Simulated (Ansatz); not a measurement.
Consider the atomization: `[NH2][Ga]([F])[C]1(F)BN1` → B• + C• + 2 F• + Ga• + 4 H• + 2 N•.

Gas-phase electronic energies from Ansatz, PBE0-D4/def2-TZVP geometries. CCSD(T)/CBS is the MP2 limit (def2-TZVPP, def2-QZVPP) plus CCSD(T) − MP2 in def2-TZVPP, frozen cores. This one scheme is used for every species, atoms too. Functionals use def2-TZVPP. Open shells (•) are unrestricted, without spin–orbit coupling. Spin–orbit coupling would lower the free atoms: a little for B, C, F; clearly for Ga. For Ga outer-core shells are correlated without core-valence functions, so the limit isn't a true one: a few kJ/mol of doubt a bond, and 10 to 20 or more in all where bonds break to atoms. Scalar relativity is left out up to krypton. One conformer a species, not always the lowest.

```csv
species,CAM-B3LYP energy (Eh)
`[NH2][Ga]([F])[C]1(F)BN1`,-2299.60392
B•,-24.64068
C•,-37.83702
F•,-99.74685
Ga•,-1924.92519
H•,-0.49881
N•,-54.58263
```

Problem. Work out ΔE.

Solution. ΔE = 4 × (-0.49881) + 2 × (-99.74685) + 2 × (-54.58263) + (-24.64068) + (-37.83702) + (-1924.92519) − (-2299.60392) = 1.54683 Eh = +970.7 kcal/mol. CCSD(T)/CBS gives +965.6 kcal/mol.

Largest T1 diagnostic among the species: 0.014.

From r2SCAN to r2SCAN0 (25 % exact exchange), in def2-TZVPP and without D4, ΔE moves by −27.2 kcal/mol: exact exchange takes away binding that semilocal exchange gives to molecules. In def2-TZVPP, CCSD(T) changes the Hartree–Fock value by +291.8 kcal/mol (the triples alone add +20.9 kcal/mol) and MP2 by +327.6 kcal/mol; breaking electron pairs costs correlation energy, which Hartree–Fock lacks. Leaving LDA and LC-ωPBE aside and taking each functional with its dispersion term where it has one, the values, not all of them listed here, spread over 83.6 kcal/mol, from BHLYP-D4 to PBE-D4. LDA lies +149.0 kcal/mol from PBE without D4, its usual overbinding.

For atomizations the MP2-based limit and the directly extrapolated one differ by several kJ/mol either way, and by 10 to 25 for some Ge, Se and Sn compounds, so smaller differences from it don't rank the levels.
